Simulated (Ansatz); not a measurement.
Compare A (`C=C1CCCCC1`) with its isomer B (`C1C[C@H]2CC[C@@H]1C2`).

Gas-phase electronic energies from Ansatz, PBE0-D4/def2-TZVP geometries. CBS: MP2 limit from def2 TZ/QZ plus the TZ coupled-cluster correction, frozen cores. Functionals use def2-TZVPP. B3LYP here is the variant with VWN-RPA as its local correlation; programs differ in this.

Question: Which isomer does CCSD(T)/CBS put lower? Give the gap. (An estimate is asked.)

Answer: The calculation gave: B, by 6.5 kcal/mol.

Question: Give E(B) − E(A) in kcal/mol with PBE0-D4, B3LYP, CCSD/def2-TZVPP, MP2/def2-TZVPP, HF/def2-TZVPP, PBE-D4, B2PLYP. (Estimate.)

Answer: The calculation gave: PBE0-D4 -8.4, B3LYP -0.4, CCSD/def2-TZVPP -6.8, MP2/def2-TZVPP -9.7, HF/def2-TZVPP -0.8, PBE-D4 -5.9, B2PLYP -3.5. None reverses the order clearly.

Largest T1 diagnostic: 0.010.

From BLYP to BHLYP (50 % exact exchange), in def2-TZVPP and without D4, E(B) − E(A) moves by −5.3 kcal/mol. The D4 term adds −1.1 kcal/mol with B3LYP and −0.5 kcal/mol with PBE0; it sums over pairs of atoms, weighted by their polarisabilities, and B3LYP, whose exchange is more repulsive, gets the larger term.
